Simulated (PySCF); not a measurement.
## Working with the constants of GeI

UHF-CCSD(T) constants of GeI, ²Π (doublet), unpaired electrons π ↑ (basis Ge cc-pVDZ-PP with ECP10, I cc-pVDZ-PP with ECP28; scalar-relativistic core potentials; PySCF 2.14; masses 73.9212 and 126.9045 u):

| Property | Result |
| --- | --- |
| ωe | 238.8 cm⁻¹ |
| ωexe | 0.529 cm⁻¹ |
| Be | 0.054776 cm⁻¹ |
| αe | 0.000171 cm⁻¹ |
| D (centrifugal) | 1.15e-08 cm⁻¹ |
| De to Ge + I | 2.68 eV |

(1) Give the vibrational terms G(v) and spacings up to v = 6.

(2) How well does the Morse estimate ωe²/(4ωexe) reproduce De, and what is D0?

Correlated steps freeze 8 core orbitals. Correlated levels converge slowly with the basis: in double zeta they bind strong bonds too weakly, by up to about 1 eV, and carry superposition errors of some tenths. Spin–orbit coupling is left out, which matters for elements this heavy, above all for dissociation energies. The state was picked by a PBE0 search and need not be the measured ground state.

Answers

(1) G(v) = ωe(v+½) − ωexe(v+½)².

| v | G(v) (cm⁻¹) | G(v) − G(v−1) | Bv (cm⁻¹) |
| --- | --- | --- | --- |
| 0 | 119.3 |  | 0.05469 |
| 1 | 357.0 | 237.7 | 0.05452 |
| 2 | 593.7 | 236.7 | 0.05435 |
| 3 | 829.3 | 235.6 | 0.05418 |
| 4 | 1063.9 | 234.6 | 0.05401 |
| 5 | 1297.4 | 233.5 | 0.05384 |
| 6 | 1529.8 | 232.5 | 0.05366 |

(2) It gives 3.34 eV, 125 % of the computed De. D0 = De − G(0) = 2.68 − 0.01 = 2.67 eV.
